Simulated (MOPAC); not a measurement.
MOPAC input (MNDO):

```
MNDO PRECISE GNORM=0.05 LET XYZ GEO-OK AUX(PRECISION=9) THREADS=1
C4H12Si

C     0.60252900 1   -1.56487900 1   -0.26618800 1
C    -0.21571900 1   -0.30435300 1    0.05033300 1
C    -1.42906100 1   -0.22777300 1   -0.88805900 1
C    -0.69386800 1   -0.35244200 1    1.50899800 1
Si    0.87127800 1    1.22926400 1   -0.20329300 1
H     0.95588000 1   -1.56875600 1   -1.29974500 1
H     1.47321100 1   -1.65648200 1    0.38698400 1
H    -0.01242600 1   -2.45979900 1   -0.12412200 1
H    -1.12748900 1   -0.19757100 1   -1.93746600 1
H    -2.06697800 1   -1.10758000 1   -0.75302100 1
H    -2.03972100 1    0.65558100 1   -0.68832600 1
H    -1.32347500 1   -1.23365900 1    1.67112800 1
H     0.14377300 1   -0.41314400 1    2.20741500 1
H    -1.28579000 1    0.52773400 1    1.76982500 1
H     2.05294000 1    1.17896700 1    0.69401200 1
H     1.34692500 1    1.29868900 1   -1.60791100 1
H     0.10197900 1    2.46300700 1    0.09682200 1
```

From the output:

```
                                                       MOPAC v23.2.5 Linux

          FINAL HEAT OF FORMATION =        -26.17481 KCAL/MOL =    -109.51540 KJ/MOL

          COSMO AREA              =        144.89 SQUARE ANGSTROMS
          COSMO VOLUME            =        145.63 CUBIC ANGSTROMS

          GRADIENT NORM           =          0.01812          =       0.00439 PER ATOM
          IONIZATION POTENTIAL    =         10.694140 EV
          HOMO LUMO ENERGIES (EV) =        -10.694  2.439
          NO. OF FILLED LEVELS    =         16
          MOLECULAR WEIGHT        =         88.2243         POINT GROUP:  C3v

          MOLECULAR DIMENSIONS (Angstroms)

            Atom       Atom       Distance
            H    17    H     8     4.83944
            H     9    H    13     4.37978
            H    16    H    12     3.43564

          SCF CALCULATIONS        =         38

   ATOM   CHEMICAL          X               Y               Z
  NUMBER   SYMBOL      (ANGSTROMS)     (ANGSTROMS)     (ANGSTROMS)

     1       C          0.62010179  *  -1.55705579  *  -0.27120169  *
     2       C         -0.21003691  *  -0.29633363  *   0.04899775  *
     3       C         -1.42577689  *  -0.21049166  *  -0.89740792  *
     4       C         -0.68536500  *  -0.33608258  *   1.51649666  *
     5      Si          0.84684018  *   1.19475345  *  -0.19758135  *
     6       H          0.98778110  *  -1.54709713  *  -1.31880672  *
     7       H          1.51094346  *  -1.63582524  *   0.38680452  *
     8       H          0.03617636  *  -2.49153346  *  -0.14071462  *
     9       H         -1.11109811  *  -0.16560385  *  -1.96123337  *
    10       H         -2.10277664  *  -1.08371478  *  -0.79544800  *
    11       H         -2.03353982  *   0.69706599  *  -0.69806384  *
    12       H         -1.32867724  *  -1.21500489  *   1.72835592  *
    13       H          0.17163345  *  -0.38319729  *   2.22083552  *
    14       H         -1.27393595  *   0.56821259  *   1.77838941  *
    15       H          1.94475809  *   1.15107234  *   0.63401595  *
    16       H          1.29002806  *   1.26212399  *  -1.50062960  *
    17       H          0.13557000  *   2.34184135  *   0.08024364  *

                             CARTESIAN COORDINATES

   1    C        0.620101794    -1.557055788    -0.271201693
   2    C       -0.210036908    -0.296333629     0.048997752
   3    C       -1.425776890    -0.210491661    -0.897407919
   4    C       -0.685365003    -0.336082578     1.516496663
   5   Si        0.846840177     1.194753451    -0.197581351
   6    H        0.987781104    -1.547097126    -1.318806717
   7    H        1.510943457    -1.635825242     0.386804521
   8    H        0.036176359    -2.491533459    -0.140714624
   9    H       -1.111098105    -0.165603851    -1.961233367
  10    H       -2.102776641    -1.083714776    -0.795447996
  11    H       -2.033539819     0.697065985    -0.698063839
  12    H       -1.328677239    -1.215004888     1.728355923
  13    H        0.171633453    -0.383197289     2.220835524
  14    H       -1.273935950     0.568212592     1.778389407
  15    H        1.944758086     1.151072338     0.634015953
  16    H        1.290028064     1.262123995    -1.500629597
  17    H        0.135570002     2.341841348     0.080243642

           Empirical Formula: C4 H12 Si  =    17 atoms

      MOLECULAR POINT GROUP   :   C3v

                  EIGENVALUES
 -39.65512 -29.23458 -29.23454 -21.97732 -18.81388 -14.99198 -14.99197 -14.84290
 -13.70445 -13.70443 -13.31930 -12.40041 -12.40038 -11.85470 -11.85467 -10.69414
   2.43901   2.52714   2.52715   3.31390   3.65168   3.65170   4.16833   4.16834
   4.22249   4.29232   4.57681   4.57682   5.36273   5.71004   5.71008   5.73967

              NET ATOMIC CHARGES AND DIPOLE CONTRIBUTIONS

  ATOM NO.   TYPE          CHARGE      No. of ELECS.   s-Pop       p-Pop
    1          C           0.069910        3.9301     1.21878     2.71131
    2          C          -0.514058        4.5141     1.27021     3.24384
    3          C           0.069910        3.9301     1.21878     2.71131
    4          C           0.069907        3.9301     1.21878     2.71131
    5         Si           1.545189        2.4548     0.99635     1.45846
    6          H          -0.013486        1.0135     1.01349
    7          H          -0.013485        1.0135     1.01348
    8          H          -0.006639        1.0066     1.00664
    9          H          -0.013487        1.0135     1.01349
   10          H          -0.006638        1.0066     1.00664
   11          H          -0.013484        1.0135     1.01348
   12          H          -0.006640        1.0066     1.00664
   13          H          -0.013488        1.0135     1.01349
   14          H          -0.013486        1.0135     1.01349
   15          H          -0.380008        1.3800     1.38001
   16          H          -0.380009        1.3800     1.38001
   17          H          -0.380008        1.3800     1.38001
 DIPOLE           X         Y         Z       TOTAL
 POINT-CHG.     0.373     0.526    -0.087     0.651
 HYBRID        -0.386    -0.545     0.090     0.674
 SUM           -0.013    -0.019     0.003     0.023

          ATOMIC ORBITAL ELECTRON POPULATIONS

     Atom    s        px        py        pz
    1  C   1.21878   0.90423   0.90138   0.90570
    2  C   1.27021   1.07989   1.17187   0.99208
    3  C   1.21878   0.89748   0.91586   0.89797
    4  C   1.21878   0.90927   0.91599   0.88606
    5 Si   0.99635   0.48611   0.48906   0.48330
    6  H   1.01349
    7  H   1.01348
    8  H   1.00664
    9  H   1.01349
   10  H   1.00664
   11  H   1.01348
   12  H   1.00664
   13  H   1.01349
   14  H   1.01349
   15  H   1.38001
   16  H   1.38001
   17  H   1.38001

 **********************
 *                    *
 * JOB ENDED NORMALLY *
 *                    *
 **********************

 == MOPAC DONE ==
```

The geometry given is a B3LYP-D3(BJ)/def2-TZVP minimum.
